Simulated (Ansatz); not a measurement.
Born–Oppenheimer molecular dynamics of C₃H₉FO₂Si (16 atoms, charge 0, multiplicity 1). It goes on from the last frame of an earlier run, with new velocities.

All numbers below come from RKS B3LYP-D4/STO-3G (Ansatz).

```yaml
ensemble: NVE (velocity Verlet)
time_step: 0.5 fs
steps_asked: 150
starting_velocities_drawn_for: 2000 K
seed: 910996
```

First frame:

```xyz
16
Properties=species:S:1:pos:R:3
Si 0.032 -0.044 -0.088
C -0.129 0.097 1.804
H -0.971 0.753 2.019
H -0.387 -0.875 2.290
H 0.820 0.517 2.105
F 1.629 0.271 -0.313
O -0.634 1.409 -0.764
C -2.085 1.288 -0.824
H -2.474 1.448 0.212
H -2.474 2.114 -1.394
H -2.597 0.393 -1.282
O -0.701 -1.471 -0.781
C -1.326 -2.343 0.150
H -0.639 -2.954 0.835
H -2.153 -1.817 0.735
H -1.972 -3.050 -0.397
```

(1) What does the run give?

(2) What happens to the structure?

(3) How do temperature and energy run in time?

Answers

(1) The run went to its last step.

```json
{
  "steps done": "150",
  "time covered": "75 fs",
  "mean temperature over the second half": "1217 K",
  "spread of the potential energy over the second half": "17.6 meV per atom",
  "mean potential energy of the second half above the start": "89.5 meV per atom"
}
```

The conserved energy stayed within 1.6 meV per atom of its start (net change 0.91 meV per atom), so the integration is sound. A run of 0.075 ps of so small a system gives no equilibrium averages. Limits of this set-up: minimal basis.

(2) The same pairs are bonded in the first frame and the last. Pairs count as bonded within 1.25 times the sum of covalent radii (0.12 Å more for H–H). This is one draw of velocities; another would differ in detail.

(3) 
```tsv
time (fs)	T (K)	potential energy less start (eV)	conserved less start (meV/atom)
0	2000	0.000	0.00
2.5	1217	1.442	1.57
5	1157	1.538	0.76
7.5	856	2.094	1.54
10	1545	0.824	0.05
12.5	1016	1.805	1.57
15	1279	1.316	0.73
17.5	1134	1.586	1.20
20	1463	0.973	0.10
22.5	936	1.946	1.28
25	1007	1.810	0.85
27.5	977	1.872	1.27
30	1397	1.099	0.41
32.5	1204	1.457	1.01
35	1092	1.658	0.94
37.5	889	2.031	1.32
40	1173	1.507	0.65
42.5	1283	1.310	0.83
45	1298	1.286	0.95
47.5	1175	1.512	1.19
50	1279	1.312	0.50
52.5	1008	1.814	1.13
55	1253	1.365	0.88
57.5	1272	1.336	1.21
60	1599	0.732	0.40
62.5	1045	1.749	1.27
65	1166	1.520	0.69
67.5	1066	1.710	1.21
70	1407	1.086	0.74
72.5	1244	1.384	0.94
75	1229	1.409	0.91
```

The run took 9.6 min on 1 thread of Arm Neoverse V2, with other jobs on the host, peak memory 0.14 GiB.
